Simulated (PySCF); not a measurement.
C$_{6}$H$_{5}$Cl, charge -1, doublet, at the geometry of the source list (a state made from the parent by changing its charge; the spin is typed, not shown lowest) (in this run its highest filled SCF level lies above zero, so its values depend strongly on the basis, on diffuse functions most of all); MP2/6-31G** in PySCF.

The PySCF input:
```python
from pyscf import gto, scf, mp

mol = gto.Mole()
mol.atom = '''
    Cl    3.040500    0.221900   -0.001600
    C     1.318700    0.096200   -0.000700
    C     0.548900    1.248000    0.012600
    C    -0.830800    1.140800    0.013200
    C    -1.435200   -0.104700    0.000700
    C    -0.656400   -1.249400   -0.012500
    C     0.724200   -1.155100   -0.013200
    H     1.024200    2.216600    0.022300
    H    -1.434100    2.035700    0.023500
    H    -2.511900   -0.183300    0.001300
    H    -1.123400   -2.222400   -0.022200
    H     1.335100   -2.044400   -0.023500
'''
mol.basis = '6-31g**'
mol.charge = -1
mol.spin = 1
mol.verbose = 4
mol.build()

mf = scf.UHF(mol)
mf.kernel()

pt = mp.MP2(mf, frozen=11)
pt.kernel()
print('E(MP2) = %.10f' % pt.e_tot)
mf.analyze()
```

### Question
Write the output that PySCF gives for this input, abridged.

### Answer

```
PySCF version 2.14.0

[INPUT] verbose = 4
[INPUT] num. atoms = 12
[INPUT] num. electrons = 59
[INPUT] charge = -1
[INPUT] spin (= nelec alpha-beta = 2S) = 1
[INPUT] symmetry False subgroup None
[INPUT] Mole.unit = angstrom
[INPUT] Symbol           X                Y                Z      unit          X                Y                Z       unit  Magmom
[...]
nuclear repulsion = 317.664688820045
number of shells = 59
number of NR pGTOs = 248
number of NR cGTOs = 127
basis = 6-31g**
ecp = {}

******** <class 'pyscf.scf.uhf.UHF'> ********
method = UHF
initial guess = minao
damping factor = 0
level_shift factor = 0
DIIS = <class 'pyscf.scf.diis.CDIIS'>
diis_start_cycle = 1
diis_space = 8
diis_damp = 0
SCF conv_tol = 1e-09
SCF conv_tol_grad = None
SCF max_cycles = 50
direct_scf = True
direct_scf_tol = 1e-13
number electrons alpha = 30  beta = 29
Set gradient conv threshold to 3.16228e-05
init E= -691.662788837182

cycle= 1 E= -689.423168883588  delta_E= 2.24  |g|= 0.347  |ddm|= 2.63
cycle= 2 E= -689.498855446638  delta_E= -0.0757  |g|= 0.145  |ddm|= 0.547
cycle= 3 E= -689.510727842822  delta_E= -0.0119  |g|= 0.0593  |ddm|= 0.218
cycle= 4 E= -689.513974840831  delta_E= -0.00325  |g|= 0.02  |ddm|= 0.101
cycle= 5 E= -689.5146437452  delta_E= -0.000669  |g|= 0.0129  |ddm|= 0.0361
cycle= 6 E= -689.515156839787  delta_E= -0.000513  |g|= 0.00574  |ddm|= 0.0443
cycle= 7 E= -689.515266574801  delta_E= -0.00011  |g|= 0.00194  |ddm|= 0.0253
cycle= 8 E= -689.515273452876  delta_E= -6.88e-06  |g|= 0.000625  |ddm|= 0.00645
cycle= 9 E= -689.515274227912  delta_E= -7.75e-07  |g|= 0.000269  |ddm|= 0.00223
cycle= 10 E= -689.515274352419  delta_E= -1.25e-07  |g|= 0.000142  |ddm|= 0.000773
cycle= 11 E= -689.515274392587  delta_E= -4.02e-08  |g|= 7.02e-05  |ddm|= 0.000442
cycle= 12 E= -689.515274408274  delta_E= -1.57e-08  |g|= 3.69e-05  |ddm|= 0.000315
cycle= 13 E= -689.515274412999  delta_E= -4.73e-09  |g|= 3.05e-05  |ddm|= 0.000122
cycle= 14 E= -689.51527441649  delta_E= -3.49e-09  |g|= 2.59e-05  |ddm|= 9.17e-05
cycle= 15 E= -689.515274421204  delta_E= -4.71e-09  |g|= 2.04e-05  |ddm|= 0.000146
cycle= 16 E= -689.515274426811  delta_E= -5.61e-09  |g|= 1.21e-05  |ddm|= 0.000261
cycle= 17 E= -689.515274428404  delta_E= -1.59e-09  |g|= 6.47e-06  |ddm|= 0.000151
cycle= 18 E= -689.515274428786  delta_E= -3.82e-10  |g|= 3.57e-06  |ddm|= 7.94e-05
Extra cycle  E= -689.515274428813  delta_E= -2.68e-11  |g|= 2.81e-06  |ddm|= 9.89e-06
converged SCF energy = -689.515274428813  <S^2> = 0.83573438  2S+1 = 2.0839716

******** <class 'pyscf.mp.ump2.UMP2'> ********
nocc = (np.int64(19), np.int64(18)), nmo = (116, 116)
frozen orbitals 11
E(UMP2) = -690.423125658265  E_corr = -0.907851229451905
E(SCS-UMP2) = -690.396585251279  E_corr = -0.881310822466496
E_corr(same-spin) = -0.240127676395143
E_corr(oppo-spin) = -0.667723553056762
E(MP2) = -690.4231256583
**** SCF Summaries ****
Total Energy =                        -689.515274428812972
Nuclear Repulsion Energy =             317.664688820044773
One-electron Energy =                -1587.848972962020525
Two-electron Energy =                  580.669009713162836
Two-electron Coulomb Energy =          641.528698692977855
DFT Exchange-Correlation Energy =      -60.859688979815019
**** MO energy ****
                             alpha | beta                alpha | beta
[...]
To work with the spin densities directly, `use mulliken_meta_spin()` only printing them here.

 ** Mulliken spin pop alpha/beta on meta-lowdin orthogonal AOs **
 ** Mulliken Spin Density (per AO)  **
spin_pop of  0 Cl 1s        0.00000
spin_pop of  0 Cl 2s        0.00000
spin_pop of  0 Cl 3s       -0.00015
spin_pop of  0 Cl 4s       -0.00011
spin_pop of  0 Cl 2px       0.00000
spin_pop of  0 Cl 2py      -0.00000
spin_pop of  0 Cl 2pz      -0.00000
spin_pop of  0 Cl 3px       0.01066
spin_pop of  0 Cl 3py      -0.00066
spin_pop of  0 Cl 3pz      -0.00572
spin_pop of  0 Cl 4px      -0.00003
spin_pop of  0 Cl 4py      -0.00006
spin_pop of  0 Cl 4pz      -0.00034
spin_pop of  0 Cl 3dxy     -0.00001
spin_pop of  0 Cl 3dyz      0.00012
spin_pop of  0 Cl 3dz^2    -0.00003
spin_pop of  0 Cl 3dxz     -0.00058
spin_pop of  0 Cl 3dx2-y2   -0.00002
spin_pop of  1 C 1s        0.00000
spin_pop of  1 C 2s       -0.02401
spin_pop of  1 C 3s        0.00015
spin_pop of  1 C 2px      -0.01038
spin_pop of  1 C 2py      -0.02223
spin_pop of  1 C 2pz      -0.17360
spin_pop of  1 C 3px       0.00004
spin_pop of  1 C 3py      -0.00011
spin_pop of  1 C 3pz      -0.00077
spin_pop of  1 C 3dxy      0.00003
spin_pop of  1 C 3dyz      0.00243
spin_pop of  1 C 3dz^2     0.00030
spin_pop of  1 C 3dxz      0.00008
spin_pop of  1 C 3dx2-y2   -0.00003
spin_pop of  2 C 1s       -0.00000
spin_pop of  2 C 2s        0.02404
spin_pop of  2 C 3s       -0.00038
spin_pop of  2 C 2px       0.00539
spin_pop of  2 C 2py       0.01608
spin_pop of  2 C 2pz       0.31895
spin_pop of  2 C 3px      -0.00012
spin_pop of  2 C 3py      -0.00000
spin_pop of  2 C 3pz       0.00988
spin_pop of  2 C 3dxy      0.00008
spin_pop of  2 C 3dyz     -0.00013
spin_pop of  2 C 3dz^2    -0.00061
spin_pop of  2 C 3dxz      0.00067
spin_pop of  2 C 3dx2-y2   -0.00006
spin_pop of  3 C 1s       -0.00000
spin_pop of  3 C 2s        0.02605
spin_pop of  3 C 3s       -0.00042
spin_pop of  3 C 2px       0.00611
spin_pop of  3 C 2py       0.01693
spin_pop of  3 C 2pz       0.33989
spin_pop of  3 C 3px      -0.00011
spin_pop of  3 C 3py      -0.00001
spin_pop of  3 C 3pz       0.01027
spin_pop of  3 C 3dxy      0.00008
spin_pop of  3 C 3dyz     -0.00008
spin_pop of  3 C 3dz^2    -0.00065
spin_pop of  3 C 3dxz      0.00053
spin_pop of  3 C 3dx2-y2   -0.00007
spin_pop of  4 C 1s        0.00000
spin_pop of  4 C 2s       -0.02229
spin_pop of  4 C 3s        0.00023
spin_pop of  4 C 2px      -0.01316
spin_pop of  4 C 2py      -0.02367
spin_pop of  4 C 2pz      -0.18423
spin_pop of  4 C 3px       0.00006
spin_pop of  4 C 3py      -0.00005
spin_pop of  4 C 3pz      -0.00139
spin_pop of  4 C 3dxy      0.00000
spin_pop of  4 C 3dyz      0.00216
spin_pop of  4 C 3dz^2     0.00029
spin_pop of  4 C 3dxz      0.00007
spin_pop of  4 C 3dx2-y2   -0.00001
spin_pop of  5 C 1s       -0.00000
spin_pop of  5 C 2s        0.02614
spin_pop of  5 C 3s       -0.00042
spin_pop of  5 C 2px       0.00620
spin_pop of  5 C 2py       0.01695
spin_pop of  5 C 2pz       0.34077
spin_pop of  5 C 3px      -0.00011
spin_pop of  5 C 3py      -0.00001
spin_pop of  5 C 3pz       0.01029
spin_pop of  5 C 3dxy      0.00007
spin_pop of  5 C 3dyz     -0.00012
spin_pop of  5 C 3dz^2    -0.00065
spin_pop of  5 C 3dxz      0.00057
spin_pop of  5 C 3dx2-y2   -0.00007
spin_pop of  6 C 1s       -0.00000
spin_pop of  6 C 2s        0.02393
spin_pop of  6 C 3s       -0.00038
spin_pop of  6 C 2px       0.00513
spin_pop of  6 C 2py       0.01622
spin_pop of  6 C 2pz       0.31788
spin_pop of  6 C 3px      -0.00012
spin_pop of  6 C 3py      -0.00001
spin_pop of  6 C 3pz       0.00986
spin_pop of  6 C 3dxy      0.00008
spin_pop of  6 C 3dyz     -0.00007
spin_pop of  6 C 3dz^2    -0.00061
spin_pop of  6 C 3dxz      0.00062
spin_pop of  6 C 3dx2-y2   -0.00007
spin_pop of  7 H 1s       -0.02198
spin_pop of  7 H 2s        0.00017
spin_pop of  7 H 2px      -0.00001
spin_pop of  7 H 2py      -0.00001
spin_pop of  7 H 2pz       0.00048
spin_pop of  8 H 1s       -0.02363
spin_pop of  8 H 2s        0.00020
spin_pop of  8 H 2px      -0.00001
spin_pop of  8 H 2py      -0.00001
spin_pop of  8 H 2pz       0.00049
spin_pop of  9 H 1s        0.01140
spin_pop of  9 H 2s       -0.00012
spin_pop of  9 H 2px       0.00002
spin_pop of  9 H 2py       0.00001
spin_pop of  9 H 2pz      -0.00009
spin_pop of  10 H 1s       -0.02370
spin_pop of  10 H 2s        0.00020
spin_pop of  10 H 2px      -0.00000
spin_pop of  10 H 2py      -0.00001
spin_pop of  10 H 2pz       0.00049
spin_pop of  11 H 1s       -0.02189
spin_pop of  11 H 2s        0.00017
spin_pop of  11 H 2px      -0.00001
spin_pop of  11 H 2py      -0.00001
spin_pop of  11 H 2pz       0.00047
 ** Mulliken Spin Density (per atom)  **
spin density of  0 Cl =      0.00306
spin density of  1 C =     -0.22810
spin density of  2 C =      0.37378
spin density of  3 C =      0.39852
spin density of  4 C =     -0.24198
spin density of  5 C =      0.39962
spin density of  6 C =      0.37247
spin density of  7 H =     -0.02135
spin density of  8 H =     -0.02296
spin density of  9 H =      0.01122
spin density of  10 H =     -0.02302
spin density of  11 H =     -0.02127
 ** Mulliken pop alpha/beta on meta-lowdin orthogonal AOs **
 ** Mulliken pop       alpha | beta **
In total            30.00000 | 29.00000
 ** Mulliken atomic charges   ( Nelec_alpha | Nelec_beta ) **
charge of  0Cl =     -0.16779  (     8.58542      8.58236 )
charge of  1C =      0.05594  (     2.85798      3.08608 )
charge of  2C =     -0.27614  (     3.32496      2.95118 )
charge of  3C =     -0.26651  (     3.33252      2.93400 )
charge of  4C =     -0.07200  (     2.91501      3.15699 )
charge of  5C =     -0.26689  (     3.33326      2.93364 )
charge of  6C =     -0.27577  (     3.32412      2.95165 )
charge of  7H =      0.05869  (     0.45998      0.48133 )
charge of  8H =      0.04732  (     0.46486      0.48782 )
charge of  9H =      0.05712  (     0.47705      0.46583 )
charge of  10H =      0.04730  (     0.46484      0.48786 )
charge of  11H =      0.05871  (     0.46001      0.48128 )

WARN: System has nonzero charge -1; the dipole moment is origin-dependent.
Location of origin: [0. 0. 0.]

Dipole moment(X, Y, Z, Debye): -2.65141, -0.19347,  0.00143
```
